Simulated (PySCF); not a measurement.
Gas-phase reaction: GeHCl3 + C2H4 ⇌ GeH3Cl + 2 C + 2 HCl

Energies from PySCF, thermal terms from the rigid-rotor harmonic-oscillator model, ideal gas at 1 bar. † marks an energy on the PBE0/def2-TZVP geometry and frequencies; other levels use their own. MP2 freezes the core. 6-31G* has spherical d functions here. Open shells (unrestricted): C (multiplicity 3); the rest are closed-shell singlets. Spin-orbit splitting is ignored; it lowers the true energy and changes the entropy of C. B3LYP is the form with VWN-RPA correlation. Ge: all electrons, no relativistic terms. MP2 isn't extrapolated to the basis-set limit.

B3LYP/6-31G* gives ΔH°(298 K) = 1495 kJ.

Task: What do MP2/def2-SVP†, ωB97M-V/def2-TZVP†, r2SCAN/def2-TZVP† give?

Result: MP2/def2-SVP†: 1494 kJ; ωB97M-V/def2-TZVP†: 1506 kJ; r2SCAN/def2-TZVP†: 1517 kJ. For scale, ΔH°(298 K) is 1495 kJ at this level, 1506 kJ at ωB97M-V/def2-TZVP†, and runs from 1120 to 1959 kJ over the 20 levels computed († marks an energy on the PBE0/def2-TZVP geometry).
